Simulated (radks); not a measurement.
Species: the osmium ion Os+. Configuration: [Xe] 4f14 5d6 6s1 (the NIST ground configuration). Calculated with a radial shooting solver on a logarithmic mesh with Libxc functionals: non-relativistic Kohn-Sham, PBEsol, spin-unpolarised, spherical densities, point nucleus; relativity is left out, which matters for an element this heavy.

Normalised radial functions P(r) = r R(r), r in bohr:

r,4f,5d
0.003038,0.0000,0.0001
0.003537,0.0000,0.0001
0.004117,0.0000,0.0002
0.004793,0.0000,0.0003
0.00558,0.0000,0.0005
0.006496,0.0000,0.0007
0.007562,0.0000,0.0011
0.008804,0.0001,0.0017
0.01025,0.0001,0.0025
0.01203,0.0002,0.0039
0.014,0.0003,0.0059
0.0163,0.0006,0.0087
0.01898,0.0010,0.0129
0.02209,0.0017,0.0188
0.02572,0.0030,0.0272
0.02994,0.0050,0.0387
0.03485,0.0085,0.0541
0.04058,0.0142,0.0742
0.04724,0.0233,0.0995
0.05499,0.0377,0.1299
0.06402,0.0597,0.1642
0.07453,0.0929,0.1998
0.08746,0.1442,0.2336
0.1018,0.2133,0.2551
0.1185,0.3066,0.2574
0.138,0.4273,0.2318
0.1606,0.5752,0.1717
0.187,0.7456,0.0757
0.2177,0.9278,-0.0487
0.2535,1.1045,-0.1839
0.2951,1.2545,-0.3037
0.3435,1.3559,-0.3781
0.3999,1.3913,-0.3820
0.4655,1.3540,-0.3028
0.542,1.2493,-0.1459
0.636,1.0831,0.0790
0.7404,0.8936,0.3146
0.8619,0.6963,0.5343
1.003,0.5107,0.7060
1.168,0.3506,0.8088
1.36,0.2241,0.8364
1.583,0.1324,0.7967
1.843,0.0718,0.7067
2.146,0.0353,0.5873
2.498,0.0156,0.4579
2.908,0.0061,0.3339
3.385,0.0020,0.2258
3.973,0.0005,0.1363
4.625,0.0001,0.0763
5.384,0.0000,0.0382
6.268,0.0000,0.0168
7.297,0.0000,0.0063
8.495,0.0000,0.0020
9.889,0.0000,0.0005

4f: eigenvalue -70.391 eV, 0 radial nodes, <r> = 0.541 bohr, 90 % of the charge inside 0.879 bohr. 5d: eigenvalue -15.329 eV, 2 radial nodes at r = 0.206, 0.603 bohr, <r> = 1.71 bohr, 90 % of the charge inside 2.66 bohr.
